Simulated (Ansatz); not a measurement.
## How basis sets differ on CH3AlF2S (SMILES C[S][Al]([F])[F])

CH3AlF2S: 8 atoms, total charge 0, spin state singlet. As SMILES, `C[S][Al]([F])[F]`. The shape is that of a PBE0-D4/def2-TZVP optimisation.

Quantity: the HOMO–LUMO gap, in eV. The values are calculated.

```json
{"level": "HF/STO-3G", "kind": "Hartree–Fock", "program": "Ansatz", "value (eV)": "16.15"}
{"level": "HF/3-21G", "kind": "Hartree–Fock", "program": "Ansatz", "value (eV)": "12.86"}
{"level": "HF/6-31G", "kind": "Hartree–Fock", "program": "Ansatz", "value (eV)": "12.42"}
{"level": "HF/def2-SVP", "kind": "Hartree–Fock", "program": "Ansatz", "value (eV)": "12.51"}
```

The values span 12.42 to 16.15 eV. A Hartree–Fock LUMO above zero doesn't converge with the basis: it sinks as sets grow more diffuse. Orbital gaps aren't excitation energies.
